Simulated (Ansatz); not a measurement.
Correlation energies of GaH₈PSi₂, SMILES `[SiH3][PH][GaH][SiH3]` by basis set

```xyz
12

Si    0.0877    1.6910    1.9749
P    -0.0094   -0.5362    1.7168
Ga    0.8458   -0.5022   -0.4265
Si   -0.3480   -1.5503   -2.2388
H    -0.2650    2.4799    0.7602
H     1.4852    2.0233    2.3518
H    -0.8365    2.0997    3.0649
H    -1.3741   -0.6022    1.3292
H     2.2457    0.1951   -0.5961
H    -0.8147   -0.5054   -3.1939
H     0.5235   -2.4964   -2.9900
H    -1.5404   -2.2962   -1.7525
```

Total charge 0; spin multiplicity 1. Correlated methods include outer-core shells of Ga, which these sets cover unevenly. Scalar relativity is left out up to krypton. The geometry is a stationary point of PBE0-D4/def2-TZVP. It is one conformer, not always the lowest. Frozen core, restricted reference, the Gaussian-basis code of Ansatz.

```
     basis      HF (Eh)  MP2 corr.  CCSD corr.       (T)  CCSD(T) total
  def2-SVP            ?   -0.54134    -0.60268  -0.01933              ?
def2-TZVPP  -2846.54854          ?           ?  -0.02908              ?
def2-QZVPP  -2846.61633          ?           –         –              –
```

Task: Fill in the withheld values. (Estimate.)

Result: Ansatz gave: def2-SVP HF (Eh): -2845.97535; def2-SVP CCSD(T) total: -2846.59736; def2-TZVPP MP2 corr.: -0.64454; def2-TZVPP CCSD corr.: -0.70901; def2-TZVPP CCSD(T) total: -2847.28663; def2-QZVPP MP2 corr.: -0.92309.
